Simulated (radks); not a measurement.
Re IV, configuration [Xe] 4f14 5d4.

Method: scalar-relativistic Kohn-Sham, exchange-only B88, spin-unpolarised, spherical densities, finite nucleus; Fermi nuclear charge, rms radius 5.3698 fm; computed with a radial shooting solver on a logarithmic mesh with Libxc functionals.

Energy parts (eV):
| part | energy |
|---|---|
| total | -454008.61 |
| kinetic | 501644.21 |
| electron-nucleus | -1121732.95 |
| Hartree | 174963.46 |
| exchange | -8883.32 |

Orbitals (lengths in bohr, moments of r in powers of bohr; r(max) is where P^2 peaks; r(90%) holds 90 % of the orbital's charge):
[
 {"orbital": "1s", "occ.": "2", "eigenvalue (eV)": "-71672.72", "<r^4>": "5.458e-07", "r(90%)": "0.0329", "r(max)": "0.01124"},
 {"orbital": "2s", "occ.": "2", "eigenvalue (eV)": "-12451.40", "<r^4>": "0.00008167", "r(90%)": "0.118", "r(max)": "0.06453"},
 {"orbital": "2p", "occ.": "6", "eigenvalue (eV)": "-10873.07", "<r^4>": "0.00006451", "r(90%)": "0.111", "r(max)": "0.05302"},
 {"orbital": "3s", "occ.": "2", "eigenvalue (eV)": "-2904.577", "<r^4>": "0.002992", "r(90%)": "0.289", "r(max)": "0.1820"},
 {"orbital": "3p", "occ.": "6", "eigenvalue (eV)": "-2438.978", "<r^4>": "0.003231", "r(90%)": "0.296", "r(max)": "0.1803"},
 {"orbital": "3d", "occ.": "10", "eigenvalue (eV)": "-1910.260", "<r^4>": "0.002493", "r(90%)": "0.278", "r(max)": "0.1468"},
 {"orbital": "4s", "occ.": "2", "eigenvalue (eV)": "-628.5595", "<r^4>": "0.06961", "r(90%)": "0.632", "r(max)": "0.4126"},
 {"orbital": "4p", "occ.": "6", "eigenvalue (eV)": "-475.7835", "<r^4>": "0.09283", "r(90%)": "0.681", "r(max)": "0.4330"},
 {"orbital": "4d", "occ.": "10", "eigenvalue (eV)": "-283.8926", "<r^4>": "0.1348", "r(90%)": "0.749", "r(max)": "0.4432"},
 {"orbital": "5s", "occ.": "2", "eigenvalue (eV)": "-113.7193", "<r^4>": "2.098", "r(90%)": "1.48", "r(max)": "0.9366"},
 {"orbital": "5p", "occ.": "6", "eigenvalue (eV)": "-75.2741", "<r^4>": "3.984", "r(90%)": "1.74", "r(max)": "1.058"},
 {"orbital": "4f", "occ.": "14", "eigenvalue (eV)": "-70.8936", "<r^4>": "0.3955", "r(90%)": "0.954", "r(max)": "0.4166"},
 {"orbital": "5d", "occ.": "4", "eigenvalue (eV)": "-31.9650", "<r^4>": "18.59", "r(90%)": "2.57", "r(max)": "1.379"}
]

The highest occupied level is 5d at -31.965 eV. The density falls to 0.001 e/bohr^3 at r = 3.45 bohr. The electron density at the nucleus is 1.65e+06 e/bohr^3 (large components only). For comparison, the ionisation energy in NIST's Atomic Spectra Database is 39 eV (theoretical). In exact Kohn-Sham theory the highest level is minus the ionisation energy, but local and semilocal functionals leave it too shallow, through self-interaction and a potential that decays too fast; potentials with the right tail come closer.

Beside tabulated values, note that spin-unpolarised runs miss the spin-polarisation part of the exchange energy of open shells.
